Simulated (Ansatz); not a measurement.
A search over several starts for the lowest SCF solution of TiHF3⁺ at the given spin, in a small basis.

```yaml
crystal:
  periodic: [false, false, false]
  atoms:
    - {symbol: Ti, position_ang: [-0.000331, 0.000553, -0.057890]}
    - {symbol: H, position_ang: [0.009003, -0.015574, 1.636291]}
    - {symbol: F, position_ang: [1.690206, 0.009120, -0.535374]}
    - {symbol: F, position_ang: [-0.852944, 1.469182, -0.507518]}
    - {symbol: F, position_ang: [-0.845934, -1.463280, -0.535510]}
basis:
  gaussian: {orbitals: def2-SVP}
total_charge: 1
magnetization: {spin_polarized: true, initial_magnetization: 1}
hamiltonian: {xc: pbe0, dispersion: d4}
output: {orbitals: {seedname: orbitals}}
```

```sh
$ ansatz run in.yaml --threads 4 --pin off --events-out ev --progress --plain --max-ram 3916MiB
```

It prints (some lines left out):

```
Functional definition: PBE0
781 factors; integrals over basis functions are off by at most 1.4e-3 eV
mean field evaluation 1: about -31231.1996 eV, gradient 7.5e1 eV
mean field evaluation 2: about -30659.6959 eV, gradient 3.6e2 eV
mean field evaluation 4: about -31250.6341 eV, gradient 2.0e1 eV
mean field evaluation 8: about -31252.3272 eV, gradient 1.1e0 eV
mean field evaluation 16: about -31252.3322 eV, gradient 8.4e-4 eV
mean field -31252.33220452 eV, -1148.5020249246 hartree, gradient 4.7e-5 eV, S^2 0.750714; 0 other end points of the search recorded, 0 dependent functions left out
reference -31252.33229785 eV, -1148.5020283543 hartree; 25, 24 occupied and 53, 54 virtual orbitals, 781 factors
Total energy: -31252.38243498 eV, -1148.5038708597 hartree
```

Run time 1.1 s (4 threads of Intel Xeon on a shared host).
